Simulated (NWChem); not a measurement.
Molecule: C2H4BFO2; SMILES CB(F)OC=O

```xyz
10

C     -1.5489     0.6863     0.0000
B     -0.0019     0.8477     0.0000
F      0.5712     2.0412     0.0000
O      0.9336    -0.1792     0.0000
C      0.6770    -1.4998     0.0000
O     -0.3997    -2.0116     0.0000
H     -1.8743     0.0996    -0.8734
H     -2.0583     1.6594     0.0000
H     -1.8743     0.0996     0.8734
H      1.6353    -2.0599     0.0000
```
Atoms are numbered in this order, from 1.

Computed with NWChem. All runs use the structure optimised with PBE0/def2-SVP.

For level BLYP/def2-TZVP:

```yaml
highest occupied level (eV): -6.95
orbital gap (eV): 4.97
```

Estimate the same quantities for level B3LYP/def2-TZVP.


| Property | Value |
|---|---|
| highest occupied level (eV) | -8.48 |
| orbital gap (eV) | 7.24 |
